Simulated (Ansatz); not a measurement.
A run for Ansatz (a first-principles code): R-PBE/def2-TZVPP on F2O2W (SMILES [O]=[W](=[O])([F])[F]), atoms moved off the minimum. Elements past Kr take the def2 small-core potentials; no spin–orbit coupling.

Ansatz 0.2 input:
```yaml
crystal:
  periodic: [false, false, false]
  atoms:
    - {symbol: W, position_ang: [0.01631173, -0.03032705, -0.02361376]}
    - {symbol: O, position_ang: [1.34296759, -0.39742573, -0.97076233]}
    - {symbol: O, position_ang: [0.56902534, -0.00459902, 1.66055070]}
    - {symbol: F, position_ang: [-0.51150175, 1.76844327, -0.40650809]}
    - {symbol: F, position_ang: [-1.28416582, -1.36393546, -0.22430842]}
basis:
  gaussian:
    orbitals: def2-TZVPP
hamiltonian:
  xc: {name: PBE}
scf: {lower_state_search: off}
output: {forces: true}
```

**Question.** Give the final energy of this run.

**Answer.** -417.3437 hartree.
